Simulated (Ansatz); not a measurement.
Ansatz (a program for electronic structure) job for C₆H₃B, SMILES C#CB(C#C)C#C, PBE0-D3(BJ)/def2-SVP. 

Ansatz 0.2 input:
```yaml
crystal:
  periodic: [false, false, false]
  atoms:
    - {symbol: B, position_ang: [0.00000000, -0.00000000, 0.00000000]}
    - {symbol: C, position_ang: [-1.50973609, -0.00000000, -0.00000000]}
    - {symbol: C, position_ang: [-2.71459689, -0.00000000, 0.00000000]}
    - {symbol: H, position_ang: [-3.76659796, -0.00000001, 0.00000000]}
    - {symbol: C, position_ang: [0.75486804, 1.30746981, -0.00000000]}
    - {symbol: C, position_ang: [1.35729844, 2.35090987, 0.00000000]}
    - {symbol: H, position_ang: [1.88329897, 3.26196952, -0.00000000]}
    - {symbol: C, position_ang: [0.75486805, -1.30746981, -0.00000000]}
    - {symbol: C, position_ang: [1.35729845, -2.35090986, 0.00000000]}
    - {symbol: H, position_ang: [1.88329898, -3.26196951, 0.00000001]}
basis:
  gaussian:
    orbitals: def2-SVP
hamiltonian:
  xc: pbe0
  dispersion: d3bj
relax: {f_tol: 0.002, max_steps: 200}
```

Output:

```
Functional definition: PBE0
integrals: 0.07 GiB planned
1319 factors; integrals over basis functions are off by at most 3.0e-4 eV
mean field: 0.46 GiB planned
mean field evaluation 1: about -6920.6990 eV, gradient 5.0e1 eV
mean field evaluation 2: about -6921.4640 eV, gradient 4.8e1 eV
mean field evaluation 4: about -6927.6947 eV, gradient 2.9e0 eV
mean field evaluation 8: about -6927.7845 eV, gradient 2.7e-2 eV
mean field evaluation 16: about -6927.7845 eV, gradient 3.8e-5 eV
mean field -6927.78451465 eV, -254.5913850925 hartree, gradient 3.8e-5 eV, S^2 0.000000; 0 other end points of the search recorded, 0 dependent functions left out
the calculation of the forces begins
reference -6927.78454289 eV, -254.5913861303 hartree; 22, 22 occupied and 91, 91 virtual orbitals, 1319 factors
relax step   1: F+E_penalty+E_count = -6927.97935228 eV  Δ(F+E_penalty+E_count) = +0.000e0 eV  max|allowed force component| = 1.031e0 eV/Å  Δτ_max = 0.0000 Å  (29 SCF iters, accepted)
these checks for a lower state are left out or cut short: starts, cluster_reference, orbital_swaps, neighbouring_geometries, increment
integrals: 0.07 GiB planned
1319 factors; integrals over basis functions are off by at most 3.2e-4 eV
mean field: 0.46 GiB planned
mean field -6927.85833284 eV, -254.5940978610 hartree, gradient 7.9e-6 eV, S^2 0.000000; 0 other end points of the search recorded, 0 dependent functions left out
the calculation of the forces begins
reference -6927.85836122 eV, -254.5940989037 hartree; 22, 22 occupied and 91, 91 virtual orbitals, 1319 factors
relax step   2: F+E_penalty+E_count = -6928.05126295 eV  Δ(F+E_penalty+E_count) = -7.191e-2 eV  max|allowed force component| = 2.414e-1 eV/Å  Δτ_max = 0.0427 Å  (33 SCF iters, accepted)
these checks for a lower state are left out or cut short: starts, cluster_reference, orbital_swaps, neighbouring_geometries, increment
integrals: 0.07 GiB planned
1319 factors; integrals over basis functions are off by at most 3.3e-4 eV
mean field: 0.46 GiB planned
mean field evaluation 32: about -6927.8607 eV, gradient 1.4e-5 eV
mean field -6927.86069799 eV, -254.5941847787 hartree, gradient 1.4e-5 eV, S^2 0.000000; 0 other end points of the search recorded, 0 dependent functions left out
the calculation of the forces begins
reference -6927.86072639 eV, -254.5941858221 hartree; 22, 22 occupied and 91, 91 virtual orbitals, 1319 factors
relax step   3: F+E_penalty+E_count = -6928.05330318 eV  Δ(F+E_penalty+E_count) = -2.040e-3 eV  max|allowed force component| = 1.392e-2 eV/Å  Δτ_max = 0.0075 Å  (27 SCF iters, accepted)
these checks for a lower state are left out or cut short: starts, cluster_reference, orbital_swaps, neighbouring_geometries, increment
integrals: 0.07 GiB planned
1319 factors; integrals over basis functions are off by at most 3.3e-4 eV
mean field: 0.46 GiB planned
mean field -6927.86074179 eV, -254.5941863882 hartree, gradient 4.1e-5 eV, S^2 0.000000; 0 other end points of the search recorded, 0 dependent functions left out
the calculation of the forces begins
reference -6927.86077019 eV, -254.5941874317 hartree; 22, 22 occupied and 91, 91 virtual orbitals, 1319 factors
relax step   4: F+E_penalty+E_count = -6928.05331124 eV  Δ(F+E_penalty+E_count) = -8.062e-6 eV  max|allowed force component| = 5.969e-4 eV/Å  Δτ_max = 0.0004 Å  (22 SCF iters, accepted)
these checks for a lower state are left out or cut short: starts, cluster_reference, orbital_swaps, neighbouring_geometries, increment
integrals: 0.07 GiB planned
1319 factors; integrals over basis functions are off by at most 3.3e-4 eV
mean field: 0.46 GiB planned
mean field -6927.86055260 eV, -254.5941794354 hartree, gradient 8.3e-6 eV, S^2 0.000000; 0 other end points of the search recorded, 0 dependent functions left out
the calculation of the forces begins
reference -6927.86058100 eV, -254.5941804792 hartree; 22, 22 occupied and 91, 91 virtual orbitals, 1319 factors
relax step   5: F+E_penalty+E_count = -6928.05312141 eV  Δ(F+E_penalty+E_count) = +1.898e-4 eV  max|allowed force component| = 6.620e-2 eV/Å  Δτ_max = 0.0219 Å  (35 SCF iters, rejected (line search))
relax step   6: F+E_penalty+E_count = -6928.05331124 eV  Δ(F+E_penalty+E_count) = +0.000e0 eV  max|allowed force component| = 5.969e-4 eV/Å  Δτ_max = 0.0000 Å  (22 SCF iters, accepted)
integrals: 0.07 GiB planned
1319 factors; integrals over basis functions are off by at most 3.3e-4 eV
mean field: 0.46 GiB planned
mean field -6927.86074179 eV, -254.5941863882 hartree, gradient 4.1e-5 eV, S^2 0.000000; 1 other end points of the search recorded, 0 dependent functions left out
the calculation of the forces begins
reference -6927.86077019 eV, -254.5941874317 hartree; 22, 22 occupied and 91, 91 virtual orbitals, 1319 factors
Total energy: -6928.05333964 eV, -254.6012642286 hartree
Atom 0 at     0.000026    -0.000000     0.000000 Å, force    -0.000026    -0.000000    -0.000000 eV/Å
Atom 1 at    -1.522919    -0.000000     0.000000 Å, force    -0.000597    -0.000000     0.000000 eV/Å
Atom 2 at    -2.741549     0.000000    -0.000000 Å, force     0.000202    -0.000000    -0.000000 eV/Å
Atom 3 at    -3.817201    -0.000000    -0.000000 Å, force     0.000170    -0.000000     0.000000 eV/Å
Atom 4 at     0.761486     1.318916     0.000000 Å, force     0.000346     0.000481    -0.000000 eV/Å
Atom 5 at     1.370769     2.374301    -0.000000 Å, force    -0.000138    -0.000153     0.000000 eV/Å
Atom 6 at     1.908567     3.305859    -0.000000 Å, force    -0.000082    -0.000146     0.000000 eV/Å
Atom 7 at     0.761486    -1.318916     0.000000 Å, force     0.000346    -0.000481    -0.000000 eV/Å
Atom 8 at     1.370769    -2.374301    -0.000000 Å, force    -0.000138     0.000153    -0.000000 eV/Å
Atom 9 at     1.908567    -3.305859     0.000000 Å, force    -0.000082     0.000146     0.000000 eV/Å
Dipole moment:    -0.000009    -0.000000    -0.000000 e Å
```

Self-consistency was reached.
